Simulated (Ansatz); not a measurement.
Molecule: CH$_{5}$OSi, net charge 0, doublet state. It need not be the lowest isomer of its formula. 
Structure (B3LYP-D3(BJ)/def2-TZVP (Ansatz, a program for electronic structure) minimum search):
```
O
C 1 1.4191
H 2 1.0896 1 107.95
H 2 1.0933 3 108.81 1 120.36
H 2 1.0945 3 108.85 4 118.54
Si 1 1.6498 2 124.94 3 -164.94
H 6 1.4858 1 105.76 2 165.86
H 6 1.4962 7 110.89 1 118.84
```
Charge 0, spin multiplicity 2.

Computed values are from Ansatz. Valence correlation only, unless marked. UHF or UKS for open shells. Spin-orbit coupling is left out. No relativistic terms. CBS(X,Y): correlation extrapolated as X^-3; Hartree-Fock from the larger set.

```yaml
atomisation energy De: 647.2 kcal/mol at CCSD(T)/CBS(aug-cc-pV(T+d)Z,aug-cc-pV(Q+d)Z)
total_energy: -405.2639 Eh at CCSD(T)/CBS(aug-cc-pV(T+d)Z,aug-cc-pV(Q+d)Z)
dipole_moment: 1.24 D at CCSD(T)/aug-cc-pV(D+d)Z
T1 diagnostic: 0.015 at CCSD/aug-cc-pV(Q+d)Z
```
